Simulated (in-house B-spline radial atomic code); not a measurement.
Configurations of the holmium ion Ho³⁺, with energies counted from [Xe] 4f10. All numbers are computed (scalar-relativistic (X2C) CAM-B3LYP, spin-polarised, spherical fractional occupations, exact exchange averaged over the configuration; Fermi nucleus of rms radius 5.2022 fm) with an all-electron radial atomic-structure program (B-spline basis), not measured. Shells without spins written out take the highest spin.

Occupations are held fixed; configurations that lie above the ionisation limit could autoionise.

```json
{"configuration": "[Xe] 4f9 5f1", "E - E(ref) (eV)": "27.812", "highest orbital": "5f up", "its <r> (bohr)": "4.136"}
{"configuration": "[Kr] 4d10 4f10 5s2 5p5 5d1", "E - E(ref) (eV)": "28.153", "highest orbital": "5d up", "its <r> (bohr)": "2.029"}
{"configuration": "[Kr] 4d10 4f10 5s2 5p5 6p1", "E - E(ref) (eV)": "37.222", "highest orbital": "6p up", "its <r> (bohr)": "3.421"}
{"configuration": "[Kr] 4d9 4f11 5s2 5p6", "E - E(ref) (eV)": "158.21", "highest orbital": "4f down", "its <r> (bohr)": "0.7865"}
{"configuration": "[Kr] 4d9 4f10 5s2 5p6 6s1", "E - E(ref) (eV)": "171.35", "highest orbital": "6s up", "its <r> (bohr)": "2.885"}
{"configuration": "[Kr] 4d9 4f10 5s2 5p6 5f1", "E - E(ref) (eV)": "186.86", "highest orbital": "5f up", "its <r> (bohr)": "4.129"}
```

Order these further configurations by energy, lowest first.
A. [Kr] 4d9 4f10 5s2 5p6 5d1
B. [Xe] 4f9 6s1
C. [Kr] 4d10 4f10 5s2 5p5 6s1
D. [Kr] 4d9 4f10 5s2 5p6 6f1
E. [Xe] 4f9 5d1

E (9.2772 eV), B (12.323 eV), C (31.061 eV), A (168.3 eV), D (191.92 eV).

How far above the reference does [Xe] 4f9 6f1 lie?

32.865 eV; its least bound orbital is 6f up with <r> = 7.33 bohr.
